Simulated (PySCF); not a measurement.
**How methods differ on the ionisation energy of O⁺**

O⁺ [He] 2s2 2p3 (4S) → O²⁺ [He] 2s2 2p2 (3P), as a difference of total energies. All numbers are calculated (PySCF 2.14, the non-relativistic Hamiltonian (point nucleus), in def2-QZVPPD). Correlated levels: valence: 1s2 frozen; valence and next inner shell: nothing frozen. The calculations carry no spin-orbit coupling.

| method | ionisation energy (eV) |
| --- | --- |
| UHF | 34.579 |
| LDA | 35.591 |
| PBE | 35.280 |
| PBE0 | 35.314 |
| r2SCAN | 35.486 |
| HSE06 | 35.309 |
| B2PLYP | 35.157 |
| r2SCAN0 | 35.456 |
| wB97X | 35.132 |
| MP2 (valence) | 35.250 |
| SCS-MP2 (valence) | 34.984 |
| MP2 (valence and next inner shell) | 35.277 |
| SCS-MP2 (valence and next inner shell) | 35.005 |

Problem. How much does correlation contribute at MP2 (valence and next inner shell)?

Solution. 35.277 − (34.579) = 0.698 eV, measured against UHF.

A first-order spin-orbit estimate (lowest level to lowest level, LS coupling) adds -0.028 eV.

Errors of the correlated levels include the incompleteness of this basis and the frozen core.

For comparison: 35.121 eV (measured; NIST Atomic Spectra Database, ionization energies).
